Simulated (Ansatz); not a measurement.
Ansatz (a program for electronic structure) input:

Ansatz 0.2 input:
```yaml
crystal:
  periodic: [false, false, false]
  atoms:
    - {symbol: Mg, position_ang: [-0.65978623, -0.39212870, -0.53602548]}
    - {symbol: C, position_ang: [0.80746738, 0.47989958, 0.65600503]}
    - {symbol: H, position_ang: [1.29643546, -0.33401059, 1.18666364]}
    - {symbol: H, position_ang: [0.29201200, 1.16150581, 1.32895140]}
    - {symbol: H, position_ang: [1.48418304, 0.99865173, -0.01933951]}
basis:
  gaussian:
    orbitals: def2-TZVPD
hamiltonian:
  xc: {name: wB97M-V}
magnetization: {spin_polarized: true, initial_magnetization: 1}
```

Q: What final total energy does it print?

A: -239.91396 Eh (wB97M-V/def2-TZVPD). The basis has 99 functions.

This state (charge 0, doublet) is run at the relaxed geometry of the species with charge 1 and multiplicity 1.
